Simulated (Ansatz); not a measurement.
Ideal-gas functions of `F[C](F)I` radical at 298.15 K and 1 bar, from an Ansatz frequency run at PBE0-D4/def2-TZVP.

Molar mass 176.91 g/mol, point group Cs (symmetry number 1), electronic degeneracy 2, moments of inertia 45.501, 240.818, 283.06 u Å². Harmonic wavenumbers (cm⁻¹, unscaled): 270, 279, 552, 639, 1177, 1234.

Use S(trans) = R[1.5 ln M + 2.5 ln T − 1.1517]; rotational temperatures θ = 24.2544 K / I; S(rot) = R[ln(√π/σ · √(T³/θAθBθC)) + 1.5]; for each mode x = 1.438777 ν̃/T, S = R[x/(eˣ − 1) − ln(1 − e⁻ˣ)] and H = RT x/(eˣ − 1); 1 cm⁻¹ = 0.0119627 kJ/mol; R = 8.31446 J/(mol·K).

Task: By hand: the entropy, in J/(mol·K).

Result: Translation 173.4. Rotation: θ = 0.5331, 0.1007, 0.0857 K, giving 110.7. Vibration, mode by mode: 6.68, 6.44, 2.26, 1.62, 0.19, 0.15, in all 17.3. Electronic 5.8. Sum 307.2 J/(mol·K).

Task: By hand: H − E and G − E in kJ/mol, counted from the electronic energy.

Result: Zero-point energy ½ × 4151 × 0.0119627 = 24.8; thermal vibration 3.3; translation, rotation and pV give 4 RT = 9.9. H − E = 38.0 kJ/mol, and G − E = 38.0 − 298.15 × 307.2/1000 = -53.6 kJ/mol.

Vibration gives 6 % of the entropy.
